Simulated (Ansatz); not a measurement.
Geometry optimisation, RKS BLYP-D4/def2-SVP in Ansatz 0.2.0.

Input:

```yaml
crystal:
  periodic: [false, false, false]
  atoms:
    - { symbol: Hf, position_ang: [0.0, 0.0, 0.0] }
    - { symbol: O, position_ang: [0.0, 0.0, 2.42] }
    - { symbol: H, position_ang: [-0.9095, -0.2814, 2.7571] }
    - { symbol: F, position_ang: [1.8671, 0.0, -0.6593] }
    - { symbol: O, position_ang: [-0.975, 1.6891, -0.6893] }
    - { symbol: H, position_ang: [-1.9328, 1.4584, -0.9117] }
    - { symbol: O, position_ang: [-0.975, -1.6891, -0.6893] }
    - { symbol: H, position_ang: [-1.4296, -2.1548, 0.0831] }
    - { symbol: Cl, position_ang: [1.4718, -2.235, 0.8892] }
    - { symbol: H, position_ang: [0.7582, -1.1514, 2.1491] }
basis:
  gaussian: { orbitals: def2-SVP }
hamiltonian:
  xc: blyp
  dispersion: d4
relax:
  f_tol: 0.15
  max_steps: 25
  restrain:
    - { distance: [0, 8], at: 3.72, k: 30.0 }
    - { distance: [9, 1], at: 2.21, k: 30.0 }
    - { distance: [0, 1], at: 2.07, k: 30.0 }
    - { distance: [9, 8], at: 1.37, k: 30.0 }
```

Launched with:

```bash
$ ansatz run input.yaml --threads 4 --pin off --max-ram 5120MiB --backend cpu --events-out ev --progress --plain --runs-dir out
```

Q: Where does it end, and by what steps?

A: The run converged. The restraints hold the end off the free minimum; the threshold counts their pulls, which the force column leaves out. Restrained pairs: Hf1–Cl9 (2.82 → 3.72 Å), O2–H10 (1.40 → 2.20 Å), Hf1–O2 (2.42 → 2.04 Å), Cl9–H10 (1.81 → 1.34 Å). After 10 steps the energy has fallen by 2.048 eV (the restraints' own energy left out); Cl9 moved furthest, 0.92 Å.

| step | energy less start (eV) | largest force component (eV/Å) | accepted |
| --- | --- | --- | --- |
| 0 | 0.0000 | 2.178 | yes |
| 1 | -0.0615 | 3.747 | yes |
| 2 | -0.4242 | 4.926 | yes |
| 3 | -1.1372 | 3.758 | yes |
| 4 | -1.6588 | 0.976 | yes |
| 5 | -1.7814 | 1.486 | yes |
| 6 | -1.9564 | 0.890 | yes |
| 7 | -2.0121 | 1.080 | yes |
| 8 | -2.0388 | 0.845 | yes |
| 9 | -2.0317 | 0.912 | no |
| 10 | -2.0484 | 0.916 | yes |

```xyz
10
Properties=species:S:1:pos:R:3
Hf -0.178 0.090 0.028
O -0.026 0.084 2.062
H -0.546 0.476 2.788
F 1.602 0.320 -0.714
O -1.306 1.586 -0.516
H -2.137 1.829 -0.959
O -1.026 -1.540 -0.623
H -1.012 -2.510 -0.566
Cl 1.477 -2.867 1.560
H 1.027 -1.833 2.289
```

Run time: 23 s on 4 threads of Arm Neoverse V1, with other jobs on the host, peak memory 0.19 GiB.
